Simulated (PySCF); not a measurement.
Potential energy surface of F₂Zn, singlet: symmetric bend, bond length relaxed. Scanned: F-Zn-F angle. Other coordinates (Zn-F bond length) were minimised at PBE0/def2-TZVP.

- MP2 on RHF/def2-TZVP, 7 core orbitals frozen (PySCF)
- CCSD(T) on RHF/def2-TZVP, 7 core orbitals frozen (PySCF)

Energies relative to the lowest point of each profile, in kJ/mol:

```csv
a / °,MP2
180,0.0
170,2.6
160,10.2
150,22.8
140,40.0
130,61.2
120,86.4
110,115.8
100,150.4
90,193.3
80,250.8
```

What does CCSD(T) give at the same points?

180: 0.0; 170: 2.4; 160: 9.6; 150: 21.5; 140: 37.8; 130: 58.2; 120: 82.6; 110: 111.2; 100: 145.2; 90: 187.4; 80: 243.8 (kJ/mol).
